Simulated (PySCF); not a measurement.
C2H3BCl2.
Structure used (PBE0-D3(BJ)/def2-SVP), in Å, numbered top down from 1:
```xyz
8
C2H3BCl2 angstrom
C     -1.177    0.488   -0.222
C     -0.109   -0.270    0.074
B      1.341    0.167   -0.220
Cl     2.685   -0.879    0.202
Cl     1.704    1.710   -0.980
H     -2.201    0.165   -0.009
H     -1.057    1.468   -0.695
H     -0.270   -1.246    0.547
```

Theory: MP2 and CCSD/aug-cc-pVDZ in PySCF, restricted Hartree–Fock reference, 13 core orbitals frozen, non-relativistic, gas phase, PBE0-D3(BJ)/def2-SVP geometry.

E(HF) = -1021.26574 Eh.

Q: How large is the problem?

A: 150 basis functions and 54 electrons; 13 orbitals frozen, which leaves o = 14 correlated occupied and v = 123 virtual orbitals. That is o·v = 1722 singles and o·v(o·v + 1)/2 = 1483503 distinct closed-shell doubles amplitudes before symmetry; the costliest CCSD step grows as o²v⁴ = 4.5 × 10^10.

Q: What are the MP2 and CCSD correlation energies?

A: MP2 -0.6466 Eh and CCSD -0.6931 Eh, which gives totals of -1021.91234 and -1021.95884 Eh. That is 0.674 eV for each correlated electron at CCSD (1820 kJ/mol in all, 0.068 % of the total energy); MP2 gives 93.3 % of the CCSD value.

Q: What is the T1 diagnostic?

A: 0.0124, below the customary warning level of 0.02. It is the norm of the spatial-orbital singles amplitudes over the root of the number of correlated electrons, so the norm is 0.066.

Q: How does correlation change the dipole moment?

A: HF gives 2.31 D and CCSD (unrelaxed density) 1.88 D, a change of -0.43 D.

No triples correction and no basis-set extrapolation were made.

The job also held the EOM ionisation roots. Time: 3.7 min of wall time. Hardware: Arm Neoverse V2, one thread, no GPU (shared host).
